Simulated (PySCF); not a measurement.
KF, SMILES [F][K]. Geometry: PBE0-D3(BJ)/def2-TZVPD.

The numbers are results of PBE0-D3(BJ)/def2-TZVPD run with PySCF, not measurements.

Harmonic wavenumbers (cm⁻¹): 414. Rotational constants (GHz): 8.155 (linear); symmetry number 1.

Work out the zero-point energy and the ideal-gas rigid-rotor harmonic-oscillator thermochemistry at 298.15 K and 1 atm.

ZPE = ½ Σ hcν = ½ × 414 cm⁻¹ = 2.48 kJ/mol. H − E(el) = 11.93 kJ/mol. Entropy in J/(mol K): translation 159.41, rotation 63.49, vibration 3.82, total 226.71. G − E(el) = -55.67 kJ/mol. Cp = 35.13 J/(mol K).
